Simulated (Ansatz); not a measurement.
H₂Te, charge +1, doublet, at a GFN2-xTB geometry (a state made from the parent by changing its charge; the spin is typed, not shown lowest) (core potentials on Te). Base run: HF/def2-SV(P) (Ansatz, an electronic-structure program).

Geometry (Å):
```xyz
3

Te    -0.0003     0.0422     0.0020
H     -1.1793    -1.1042    -0.0763
H      1.1926    -1.0922    -0.0261
```
Charge +1, spin multiplicity 2.
Orbitals are unrestricted.
All else is at Ansatz's defaults.

Each row names what was changed in the base input (with any setting that the change needs).

```tsv
change	basis functions	E (Eh)
base	30	-267.83670
basis = STO-3G	[?]	[?]
basis = def2-SVP	36	-267.84443
basis = 3-21G	37	-6584.01837
basis = def2-SVPD	51	-267.84577
basis = def2-TZVP	[?]	[?]
basis = def2-TZVPD	[?]	[?]
basis = def2-TZVPP	78	-267.85853
basis = def2-QZVPP	142	-267.86065
basis = def2-QZVP	142	-267.86065
```

Question: Fill in the missing entries.

Answer: 
- basis = STO-3G, basis functions: 29
- basis = STO-3G, E (Eh): -6548.03207
- basis = def2-TZVP, basis functions: 62
- basis = def2-TZVP, E (Eh): -267.85796
- basis = def2-TZVPD, basis functions: 77
- basis = def2-TZVPD, E (Eh): -267.85813

Totals compare only among sets that treat the same electrons; sets with core potentials leave the core out.
